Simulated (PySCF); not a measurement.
C₃H₁₁BSi, SMILES CB(C)C[SiH3].

The structure is a stationary point at PBE0-D3(BJ)/def2-SVP. This is a generated structure with no PubChem entry under its InChIKey; it may be hypothetical. One conformer was computed; it need not be the lowest.

Two levels are set side by side: PBE/def2-TZVP (PySCF) and M06-2X/def2-TZVP (PySCF). Same geometry, gas phase. Differences are taken from unrounded values.

| quantity | M06-2X | PBE | PBE minus M06-2X |
|---|---|---|---|
| orbital gap (eV) | 10.00 | 5.69 | -4.31 |
| highest occupied level (eV) | -9.56 | -7.09 | 2.46 |
| lowest empty level (eV) | 0.44 | -1.40 | -1.85 |
| dipole moment (D) | 0.61 | 0.71 | 0.09 |
| mean polarisability (bohr³) | 77.3 | 81.5 | 4.3 |

Without exact exchange PBE keeps part of each electron's self-repulsion, which lifts occupied levels and narrows the gap. PBE's more diffuse valence density responds more strongly to a field. Differences between two approximate levels are no errors against the true value.

Rough cost on one machine, each run with all the roots and properties that it gave: M06-2X against PBE about 3 times.
